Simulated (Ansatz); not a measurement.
Cost and result for the atomization energy of BClH$_{2}$OSi, SMILES `ClB1O[SiH2]1` (6 atoms, 6 bonds).

```xyz
6

Cl   -0.677    0.616    2.623
B    -0.205    0.281    0.998
O     0.771    0.794    0.234
Si   -0.048   -0.394   -0.758
H    -0.685    0.212   -1.949
H     0.845   -1.510   -1.148
```

Total charge 0; spin multiplicity 1. The structure was optimised at the PBE0-D4/def2-TZVP level. Program: Ansatz. All runs use 2 threads of an Arm Neoverse V2 on a shared host. Times are those of one run each, without the atoms' runs, and a repeat can differ threefold. Electronic energies, without spin–orbit coupling; frozen cores. CCSD(T)/CBS adds CCSD(T) − MP2 in def2-TZVPP to the MP2 limit, and its time is that of the two runs behind it. T1 = 0.015. B3LYP takes the VWN-RPA correlation (the form of Gaussian; ORCA's B3LYP/G).

CCSD(T)/CBS is a level of theory with its own doubt, some kJ/mol a heavy atom from the limit and from the frozen cores, so smaller differences don't rank the functionals.

```json
{"level": "CCSD(T)/def2-SVP", "functions": "74", "wall time": "1.2 s"}
{"level": "revPBE-D4/def2-TZVPP", "functions": "174", "wall time": "1.5 s"}
{"level": "BLYP-D4/def2-TZVPP", "functions": "174", "wall time": "1.6 s"}
{"level": "PBE0-D4/def2-TZVPP", "functions": "174", "wall time": "2 s"}
{"level": "BHLYP-D4/def2-TZVPP", "functions": "174", "wall time": "2.1 s"}
{"level": "CAM-B3LYP-D4/def2-TZVPP", "functions": "174", "wall time": "2.4 s"}
{"level": "B3LYP-D4/def2-TZVPP (with forces)", "functions": "174", "wall time": "2.6 s"}
{"level": "B2PLYP/def2-TZVPP", "functions": "174", "wall time": "3.6 s"}
{"level": "B97M-V/def2-TZVPP", "functions": "174", "wall time": "6.5 s"}
{"level": "ωB97M-V/def2-TZVPP (with forces)", "functions": "174", "wall time": "8.5 s"}
{"level": "MP2/def2-QZVPP", "functions": "314", "wall time": "9.5 s"}
{"level": "CCSD(T)/def2-TZVPP", "functions": "174", "wall time": "27 s"}
{"level": "CCSD(T)/CBS(def2)", "functions": "–", "wall time": "37 s"}
```

(1) What atomization energy does each give, and how far from CCSD(T)/CBS? (Estimate.)

Results:

(1) Ansatz gave: 
| level | atomization (kcal/mol) | difference from CCSD(T)/CBS | per bond |
| --- | --- | --- | --- |
| CCSD(T)/def2-SVP | 483.1 | -32.2 | -5.4 |
| revPBE-D4/def2-TZVPP | 514.6 | -0.7 | -0.1 |
| BLYP-D4/def2-TZVPP | 515.3 | 0.0 | 0.0 |
| PBE0-D4/def2-TZVPP | 517.2 | 1.9 | 0.3 |
| BHLYP-D4/def2-TZVPP | 496.0 | -19.3 | -3.2 |
| CAM-B3LYP-D4/def2-TZVPP | 516.7 | 1.4 | 0.2 |
| B3LYP-D4/def2-TZVPP (with forces) | 513.7 | -1.6 | -0.3 |
| B2PLYP/def2-TZVPP | 510.8 | -4.5 | -0.7 |
| B97M-V/def2-TZVPP | 524.5 | 9.2 | 1.5 |
| ωB97M-V/def2-TZVPP (with forces) | 520.5 | 5.2 | 0.9 |
| MP2/def2-QZVPP | 527.9 | 12.6 | 2.1 |
| CCSD(T)/def2-TZVPP | 500.1 | -15.2 | -2.5 |
| CCSD(T)/CBS(def2) | 515.3 | 0.0 | 0.0 |

From PBE to PBE0 (25 % exact exchange), in def2-TZVPP and without D4, the atomization energy moves by −12.2 kcal/mol: exact exchange takes away binding that semilocal exchange gives to molecules. In def2-TZVPP, CCSD(T) changes the Hartree–Fock value by +127.8 kcal/mol (the triples alone add +10.8 kcal/mol) and MP2 by +146.5 kcal/mol; breaking electron pairs costs correlation energy, which Hartree–Fock lacks. The D4 term adds +4.9 kcal/mol with B3LYP and +2.5 kcal/mol with PBE0; it sums over pairs of atoms, weighted by their polarisabilities, and B3LYP, whose exchange is more repulsive, gets the larger term.
